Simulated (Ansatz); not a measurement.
Cost and result for the atomization energy of CH10B2Si2, SMILES `BC([SiH3])B[SiH3]` (15 atoms, 14 bonds).

```xyz
15

B     1.064    1.146   -1.107
C    -0.211    1.199   -0.266
Si   -1.444   -0.096   -0.941
B    -0.164    0.386    1.050
Si    0.896   -1.318    1.322
H     1.498    2.132   -1.629
H     1.659    0.113   -1.230
H    -0.738    2.154   -0.209
H    -2.040   -0.841    0.214
H    -0.805   -1.072   -1.850
H    -2.540    0.643   -1.612
H    -0.773    0.807    1.994
H     2.263   -0.936    1.784
H     0.281   -2.165    2.381
H     1.052   -2.155    0.100
```

Charge 0, multiplicity 1. The structure was optimised at the PBE0-D4/def2-TZVP level. It is one conformer, not always the lowest. Program: Ansatz. All runs use 4 threads of an Arm Neoverse V2 on a shared host. Times are those of one run each, without the atoms' runs, and a repeat can differ threefold. Electronic energies, without spin–orbit coupling; frozen cores. CCSD(T)/CBS adds CCSD(T) − MP2 in def2-TZVPP to the MP2 limit, and its time is that of the two runs behind it. T1 = 0.013. B3LYP takes the VWN-RPA correlation (the form of Gaussian; ORCA's B3LYP/G).

CCSD(T)/CBS is a level of theory with its own doubt, some kJ/mol a heavy atom from the limit and from the frozen cores, so smaller differences don't rank the functionals.

```
                             level  functions  wall time
   PBE-D4/def2-TZVPP (with forces)        317      3.4 s
                PBE0-D4/def2-TZVPP        317      4.3 s
r2SCAN-D4/def2-TZVPP (with forces)        317      6.5 s
 B3LYP-D4/def2-TZVPP (with forces)        317      7.5 s
                 B2PLYP/def2-TZVPP        317        8 s
                ωB97X-V/def2-TZVPP        317       12 s
  ωB97M-V/def2-TZVPP (with forces)        317       16 s
                    MP2/def2-QZVPP        611       38 s
                CCSD(T)/def2-TZVPP        317     15 min
                 CCSD(T)/CBS(def2)          –     15 min
```

What atomization energy does each give, and how far from CCSD(T)/CBS? (Best estimate.)

Ansatz gave: 
```json
{"level": "PBE-D4/def2-TZVPP (with forces)", "atomization (kcal/mol)": "1190.6", "difference from CCSD(T)/CBS": "5.6", "per bond": "0.4"}
{"level": "PBE0-D4/def2-TZVPP", "atomization (kcal/mol)": "1187.7", "difference from CCSD(T)/CBS": "2.7", "per bond": "0.2"}
{"level": "r2SCAN-D4/def2-TZVPP (with forces)", "atomization (kcal/mol)": "1195.0", "difference from CCSD(T)/CBS": "10.0", "per bond": "0.7"}
{"level": "B3LYP-D4/def2-TZVPP (with forces)", "atomization (kcal/mol)": "1191.8", "difference from CCSD(T)/CBS": "6.8", "per bond": "0.5"}
{"level": "B2PLYP/def2-TZVPP", "atomization (kcal/mol)": "1174.6", "difference from CCSD(T)/CBS": "-10.4", "per bond": "-0.7"}
{"level": "ωB97X-V/def2-TZVPP", "atomization (kcal/mol)": "1195.7", "difference from CCSD(T)/CBS": "10.7", "per bond": "0.8"}
{"level": "ωB97M-V/def2-TZVPP (with forces)", "atomization (kcal/mol)": "1193.3", "difference from CCSD(T)/CBS": "8.3", "per bond": "0.6"}
{"level": "MP2/def2-QZVPP", "atomization (kcal/mol)": "1176.9", "difference from CCSD(T)/CBS": "-8.1", "per bond": "-0.6"}
{"level": "CCSD(T)/def2-TZVPP", "atomization (kcal/mol)": "1160.2", "difference from CCSD(T)/CBS": "-24.8", "per bond": "-1.8"}
{"level": "CCSD(T)/CBS(def2)", "atomization (kcal/mol)": "1185.0", "difference from CCSD(T)/CBS": "0.0", "per bond": "0.0"}
```

The D4 term adds +14.4 kcal/mol with B3LYP and +7.6 kcal/mol with PBE0; it sums over pairs of atoms, weighted by their polarisabilities, and B3LYP, whose exchange is more repulsive, gets the larger term. In def2-TZVPP, CCSD(T) changes the Hartree–Fock value by +233.4 kcal/mol (the triples alone add +11.4 kcal/mol) and MP2 by +235.3 kcal/mol; breaking electron pairs costs correlation energy, which Hartree–Fock lacks. From PBE to PBE0 (25 % exact exchange), in def2-TZVPP and without D4, the atomization energy moves by −1.6 kcal/mol: exact exchange takes away binding that semilocal exchange gives to molecules.
